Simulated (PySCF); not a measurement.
Harmonic spectrum computed at B3LYP in the def2-TZVP basis family (core potentials from Rb on, PySCF, no spin–orbit coupling):

```csv
ω (cm⁻¹),IR (km/mol)
218,0.9
333,10.1
445,0.0
508,20.0
512,0.6
537,3.1
714,637
835,183
869,117
```

Which molecule gave it? In each, all ligands are bound to the one heavy central atom.
A. SiF₄ (singlet)
B. SeF₄ (singlet)
C. GeF₄ (singlet)
D. CF₄ (singlet)
E. SF₄ (singlet)

E. It has C2v symmetry with S–F 1.566 Å (×2), S–F 1.668 Å (×2).
